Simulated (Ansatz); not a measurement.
```yaml
crystal:
  periodic: [false, false, false]
  atoms:
    - {symbol: C, position_ang: [-0.765946, -0.226925, -0.570617]}
    - {symbol: S, position_ang: [-0.430690, -1.473871, 0.749398]}
    - {symbol: Ge, position_ang: [0.771938, 0.330457, 0.447896]}
    - {symbol: H, position_ang: [-0.609622, -0.595228, -1.579239]}
    - {symbol: H, position_ang: [-1.694935, 0.318442, -0.440431]}
    - {symbol: H, position_ang: [0.622145, 1.440316, 1.484729]}
    - {symbol: H, position_ang: [2.168310, 0.138708, -0.137436]}
basis:
  gaussian: {orbitals: ANO-RCC-VTZP}
total_charge: -1
magnetization: {spin_polarized: true, initial_magnetization: 1}
hamiltonian: {xc: {name: wB97X-V}}
scf: {lower_state_search: off}
```

```sh
$ ansatz run in.yaml --threads 2 --pin off --events-out ev --progress --plain --max-ram 4352MiB
```

Output, abridged:

```
Functional definition: wB97X-V
1269 factors; their error is unknown
301 factors; integrals over basis functions are off by at most 1.8e-5 eV
mean field evaluation 1: about -69070.6154 eV, gradient 1.9e1 eV
mean field evaluation 2: about -69071.2663 eV, gradient 2.1e1 eV
mean field evaluation 4: about -69072.0594 eV, gradient 9.9e-1 eV
mean field evaluation 8: about -69072.1524 eV, gradient 4.2e-1 eV
mean field evaluation 16: about -69072.4760 eV, gradient 6.1e-5 eV
mean field -69072.47597785 eV, -2538.3666731802 hartree, gradient 1.5e-6 eV, S^2 0.751839; 0 other end points of the search recorded, 0 dependent functions left out
reference -69072.47597949 eV, -2538.3666732406 hartree; 30, 29 occupied and 133, 134 virtual orbitals, 1269 factors
Total energy: -69072.47597949 eV, -2538.3666732406 hartree
Relativity: scalar
Checks for a lower state left out: stability, starts, cluster_reference, orbital_swaps, neighbouring_geometries, increment
```

It took 15 s on 2 threads of an AMD EPYC 7B13 on a shared host, with 0.72 GiB of host memory at the peak.
